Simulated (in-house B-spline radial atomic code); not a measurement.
Results of a calculation; reference values are marked as such.
Weak and strong correlation along the adiabatic connection

Two-electron singlets in several external potentials (atomic units), by full CI in B-splines with partial waves to l = 8 (correlation energies up to 0.6 % small). The repulsion is scaled by λ at fixed density; W(λ) is the mean repulsion less the Hartree energy, W(0) = E_x, and the area under W from 0 to 1 is E_xc.

Relative drop (W(λ) − E_x)/E_x:

```tsv
system	λ = 0.12	λ = 0.25	λ = 0.4	λ = 0.6	λ = 0.8	λ = 1
−V exp(−r²/w²), V = 10.9, w = 0.865	0.0077	0.0158	0.0247	0.0359	0.0465	0.0565
ω²r²/2 − Z/r, ω = 0.739, Z = 0.7	0.0143	0.0287	0.0440	0.0625	0.0791	0.0940
−Z/r, Z = 0.5, wall at 8 bohr	0.0407	0.0758	0.1081	0.1416	0.1674	0.1880
ω²r²/2, ω = 0.459	0.0233	0.0458	0.0686	0.0946	0.1167	0.1355
−V exp(−r²/w²), V = 1.9, w = 6.19	0.0299	0.0576	0.0848	0.1147	0.1390	0.1591
−Z/r, Z = 1.87, wall at 0.57 bohr	0.0037	0.0076	0.0120	0.0178	0.0234	0.0288
ω²r²/2 − Z/r, ω = 0.722, Z = 1.5	0.0109	0.0220	0.0341	0.0490	0.0627	0.0754
```

Question: Order the systems by how far second-order (GL2) theory, half the initial slope (estimated from the first points of each curve), overshoots the correlation energy, least first.
A. −Z/r, Z = 1.87, wall at 0.57 bohr
B. ω²r²/2, ω = 0.459
C. ω²r²/2 − Z/r, ω = 0.739, Z = 0.7
D. ω²r²/2 − Z/r, ω = 0.722, Z = 1.5
E. −V exp(−r²/w²), V = 1.9, w = 6.19
F. −V exp(−r²/w²), V = 10.9, w = 0.865
G. −Z/r, Z = 0.5, wall at 8 bohr

Answer: A (GL2/E_c = 1.05), F (GL2/E_c = 1.11), D (GL2/E_c = 1.15), C (GL2/E_c = 1.21), B (GL2/E_c = 1.33), E (GL2/E_c = 1.43), G (GL2/E_c = 1.64).

Question: What else changes along this order?

Answer: The ratio follows the bend of the curve. With it the leading natural occupation goes from 1.998 to 1.876 and −T_c/E_c from 0.95 to 0.62 between the first and the last.
